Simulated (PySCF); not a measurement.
**Relaxation of singlet RhBr₃**

Computed with PySCF, PBE, basis Rh def2-SVP with ECP28, Br def2-SVP (scalar-relativistic core potentials, no spin–orbit coupling, density fitting). A (50,194) grid was used.

A hand-made trigonal pyramidal start, of C3v symmetry, held to at least that symmetry:

Coordinates in bohr (charge 0 multiplicity 1):
```
Rh    0.0000    0.0000   -1.4779
Br    3.9877    0.0000    0.6424
Br   -1.9938    3.4535    0.6424
Br   -1.9939   -3.4535    0.6424
```

Optimiser trace:
```tsv
step	E − E(last) (kJ/mol)	largest gradient (Eh/bohr)
0	11.00	0.02450
1	3.53	0.01192
2	1.10	0.00244
3	0.56	0.00274
4	0.13	0.00040
5	-0.01	0.00024
6	0.00	0.00008
7	0.00	0.00002
```

It ends at C3v with Rh–Br 2.325 Å (×3); Br–Rh–Br 107.7° (×3) (after a last refinement on a finer grid). A frequency run shows a minimum. Other isomers or separated fragments may lie lower.

The relaxation took about 90 core-seconds on a shared host.
